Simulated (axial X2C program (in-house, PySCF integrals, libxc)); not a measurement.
**FeI⁻: properties at the nuclei**

Computed with an in-house all-electron X2C program for linear molecules (integrals from PySCF): two-component X2C with atomic mean-field Coulomb and Gaunt terms, Gaussian nuclei, basis I dyall-acv3z, Fe dyall-acv3z with contracted cores.

R = 2.674 Å (near the PBE0 minimum at charge -1 of the determinant lowest at the starting distance; the state shown can have its own minimum elsewhere).

Determinant lowest in the PBE0 search, Ω = 4 (⟨Sz⟩ = 2.00, ⟨Lz⟩ = 2.00 at PBE0), spin on the atoms I 0.02, Fe 1.98:

```csv
level,Eeff magnitude (GV/cm),Ws magnitude I (kHz),Ws magnitude Fe (kHz),A∥/gI I (MHz),qzz I (a.u.),A∥/gI Fe (MHz),qzz Fe (a.u.)
PBE0,2.07,0.289,0.0395,23.7,1.95,330,0.71
HF,1.66,0.172,0.0461,-11.2,1.08,317,1.23
TPSSh,2.55,0.352,0.0461,33.3,2.20,351,0.31
r2SCAN,2.91,0.401,0.0497,34.9,2.12,373,0.27
PBE,2.83,0.394,0.0478,36.2,2.34,375,0.42
```

Determinant 0.42 eV from it at PBE0 and this distance, Ω = 2 (⟨Sz⟩ = 2.00, ⟨Lz⟩ = 0.00 at PBE0), spin on the atoms I -0.01, Fe 2.01:

| level | Eeff magnitude (GV/cm) | Ws magnitude I (kHz) | A∥/gI I (MHz) | qzz I (a.u.) | A∥/gI Fe (MHz) | qzz Fe (a.u.) |
| --- | --- | --- | --- | --- | --- | --- |
| PBE0 | 0.464 | 0.147 | 8.15 | 0.78 | 166 | -3.39 |
| HF | 1.57 | 0.272 | -2.33 | 0.88 | 136 | -3.33 |
| TPSSh | 0.416 | 0.138 | 6.23 | 0.72 | 179 | -3.40 |
| r2SCAN | 0.914 | 0.273 | 18.3 | 0.61 | 274 | -3.42 |
| PBE | 0.913 | 0.306 | 13.5 | 0.64 | 168 | -3.36 |

Eeff is the effective electric field on the electron electric dipole moment in this Ω state and Ws the scalar–pseudoscalar constant of the nucleus named (defined with the proton number Z and per Ω); A∥ (defined per Ω) follows by multiplying with gI = μI/(I μN); qzz is the electric field gradient, eQq0 = 234.96 MHz × Q/barn × qzz. The operators were transformed with the bare-nucleus X2C matrices; with these basis sets, hyperfine constants and field gradients can be off by tens of per cent, and where levels differ in sign neither size nor sign is settled.

Task: With gI(57Fe) = 0.1809 (g factors from the IAEA table of nuclear moments by Stone), turn the PBE0 values of the first state into constants in MHz.

Result: A∥(57Fe) = 330 × 0.1809 = 59.7 MHz.

Each state is one determinant with collinear spin, which with several unpaired electrons need not be a pure state. Unrestricted Hartree–Fock can overshoot spin polarisation at the nuclei. In the state Ω = 4 the sign of Eeff differs between levels (HF against PBE0). In the state Ω = 2 the sign of Eeff differs between levels (HF against PBE0). For an anion, determinants above electron detachment, or with a positive highest level, are held by the basis set. With several open shells hyperfine constants can be off by a factor of several. Where Eeff spreads by more than a factor of two the levels disagree and none is to be relied on. Open-shell Ω = 0 determinants with evenly filled partner blocks cannot be reached by this program, so the Ω shown need not be the lowest component. States lie within half an eV, so the first need not be the ground state. The sign of Ws at I differs between levels in the first state. The sign of Ws at Fe differs between levels in the first state. The sign of Ws at I differs between levels in the second state. The sign of Ws at Fe differs between levels in the second state. Further determinants of the search, some of them spin-mixed, are not shown. Where a field gradient or hyperfine factor spreads by more than a factor of two over the levels, a constant derived from it is not to be relied on. PBE0 term energies can be off by some tenths of an eV.
